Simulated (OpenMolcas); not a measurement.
neutral chlorine: the spin-orbit constant, worked from levels

```json
{"Program": "OpenMolcas", "Basis": "ANO-RCC-VTZP [5s4p2d1f]", "Scalar Hamiltonian": "DKH2, point nucleus", "Active space": "7 electrons in 9 orbitals (RAS2 3s 3p; RAS3 3d, at most 2 electrons)", "State averaging": "2S+1 = 2 odd, 3 roots; 2S+1 = 2 even, 1 root", "Spin-orbit coupling": "RASSI with atomic mean-field integrals over the reference wave functions, term energies averaged over their components"}
```

Methods: RASSCF; SS-RASPT2, IPEA 0.25 Eh, imaginary shift 0.1 Eh (closed shells correlated: 2s 2p). Measured levels: NIST Handbook of Basic Atomic Spectroscopic Data.

**The spin-orbit constant.** For the Hund term 2P* of p5, E(J) = (A/2) J(J+1) + constant and ζ = -2S·A = -A. From J = 1/2 to J = 3/2 the energy changes by 1.5 A.

```
   Source  E(3/2) - E(1/2)       A    ζ
   RASSCF           -780.6  -520.4  520
SS-RASPT2           -780.6  -520.4  520
 measured           -882.4  -588.3  588
```

All in cm-1. SS-RASPT2 is off by -11.5 % and RASSCF by -11.5 %. Both methods take the spin-orbit matrix elements from the reference wave functions, so the second can move ζ only through the term energies and any multistate remixing.

Active for correlation alone: 3d; no level in the range computed is led by a configuration that fills it, so any true level of that kind is missing. Without dynamic correlation excited terms often stand tens of per cent too high (terms of higher spin than the ground term too low), and those without a measured partner can miss by more than the paired ones (holds for RASSCF). Computed and measured levels are paired by configuration, term and J; levels that our copy of the source lacks, or whose pairing is in doubt (as where it misses far off the trend of its configuration), stay unpaired and out of the deviations. Levels of configurations outside the active space are missing.

* marks odd parity.
